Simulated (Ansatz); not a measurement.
Single points on LiB₇⁻.

```yaml
crystal:
  periodic: [false, false, false]
  atoms:
    - {symbol: Li, position_ang: [-0.199101, 2.799061, 0.074125]}
    - {symbol: B, position_ang: [2.339721, -1.282297, -0.035004]}
    - {symbol: B, position_ang: [-0.284116, 0.608632, 0.015963]}
    - {symbol: B, position_ang: [0.953709, -1.938049, -0.051590]}
    - {symbol: B, position_ang: [-1.739272, -0.170200, -0.003351]}
    - {symbol: B, position_ang: [1.113603, -0.231900, -0.006987]}
    - {symbol: B, position_ang: [-1.735852, 1.373587, 0.037090]}
    - {symbol: B, position_ang: [-0.448692, -1.158835, -0.030247]}
basis:
  gaussian: {orbitals: def2-TZVPD, initial_orbitals: start.molden}
total_charge: -1
magnetization: {spin_polarized: true, initial_magnetization: 1}
hamiltonian: {xc: r2scan, dispersion: d4}
scf: {omitted_lower_state_checks: [starts]}
output: {orbitals: {seedname: orbitals}}
```

The file start.molden holds the orbitals of an earlier run on this structure, at another level or in another basis.

```sh
$ ansatz run in.yaml --threads 4 --pin off --events-out ev --progress --plain --max-ram 4787MiB
```

Output, abridged:

```
Functional definition: r2SCAN
1320 factors; their error is unknown
mean field evaluation 1: about -4932.2914 eV, gradient 3.6e0 eV
mean field evaluation 2: about -4932.3388 eV, gradient 6.6e-2 eV
mean field evaluation 4: about -4932.3273 eV, gradient 1.4e-3 eV
mean field evaluation 8: about -4932.3273 eV, gradient 1.4e-5 eV
mean field -4932.32725392 eV, -181.2596833301 hartree, gradient 1.4e-5 eV, S^2 0.800689; 0 other end points of the search recorded, 0 dependent functions left out
reference -4932.32729607 eV, -181.2596848791 hartree; 20, 19 occupied and 256, 257 virtual orbitals, 1320 factors
Total energy: -4932.39183461 eV, -181.2620566266 hartree
Checks for a lower state left out: starts
```

Run time 15 s (4 threads of Arm Neoverse V1 on a shared host).

As the first input, with `gaussian: {orbitals: STO-3G}`, `hamiltonian: {xc: hf}` (abridged; 0.25 s):

```
Functional definition: HF
mean field evaluation 16: about -4829.6730 eV, gradient 2.1e-1 eV
mean field -4830.11029774 eV, -177.5032794755 hartree, gradient 2.5e-5 eV, S^2 2.273840
Total energy: -4830.11029774 eV, -177.5032794755 hartree
Checks for a lower state left out: starts
```

Geometry: B3LYP-D4/def2-SVPD.

At HF/STO-3G the charge -1 doublet is spin-contaminated (final ⟨S²⟩ up to 2.27, 0.75 for a pure state). At HF/STO-3G the highest occupied level of the charge -1 doublet lies above zero (up to 0.80 eV). In Hartree–Fock with STO-3G the lack of diffuse functions raises the level. Another isomer (doublet) lies 1.10 eV lower at PBE0-D4/def2-TZVPD; other spin states weren't run for this one.
